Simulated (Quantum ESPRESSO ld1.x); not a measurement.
Values are calculated unless marked as measured or tabulated.
Q: Ionisation ladder of europium, from Eu XLV to Eu LXIII. Each ion is in the ground configuration listed by NIST, and IE = E(next ion) - E(this ion), with E = 0 for the bare nucleus. Code: ld1.x of Quantum ESPRESSO 7.5. Model: scalar-relativistic Kohn-Sham, LDA (Slater exchange, Perdew-Zunger correlation), spin-polarised, spherical densities, point nucleus; open shells are filled with parallel spins first.

species    configuration  IE, Delta-SCF (eV)  -e(HOMO) (eV)     HOMO  <r> HOMO (bohr)
Eu XLV          [Ar] 3d1              3491.8         3437.0    3d up            0.201
Eu XLVI             [Ar]                   ?         3827.6       3p            0.226
Eu XLVII    [Ne] 3s2 3p5              3974.2         3926.6  3p down            0.224
Eu XLVIII   [Ne] 3s2 3p4              4071.8         4025.0  3p down            0.223
Eu XLIX     [Ne] 3s2 3p3              4198.0         4148.7    3p up            0.222
Eu L        [Ne] 3s2 3p2              4299.5         4250.4    3p up            0.220
Eu LI       [Ne] 3s2 3p1              4399.8         4351.4    3p up            0.219
Eu LII          [Ne] 3s2              4741.5         4698.5       3s            0.224
Eu LIII         [Ne] 3s1              4849.0         4806.0    3s up            0.223
Eu LIV              [Ne]             11090.0        10957.6       2p           0.0821
Eu LV       [He] 2s2 2p5                   ?        11230.5  2p down           0.0816
Eu LVI      [He] 2s2 2p4             11629.5        11500.8  2p down           0.0810
Eu LVII     [He] 2s2 2p3                   ?        11853.6    2p up           0.0803
Eu LVIII    [He] 2s2 2p2             12272.8        12135.7    2p up           0.0798
Eu LIX      [He] 2s2 2p1             12549.1        12415.2    2p up           0.0792
Eu LX           [He] 2s2                   ?        13377.8       2s           0.0906
Eu LXI          [He] 2s1             13751.8        13648.6    2s up           0.0901
Eu LXII             [He]               55965          55552       1s           0.0222
Eu LXIII             1s1               57124          56708    1s up           0.0221

Estimate the withheld Delta-SCF values.

A: Eu XLVI: 3875.3 eV (NIST 3823); Eu LV: 11362.1 eV (NIST 11153); Eu LVII: 11991.4 eV (NIST 11739); Eu LX: 13480.3 eV (NIST 13462).
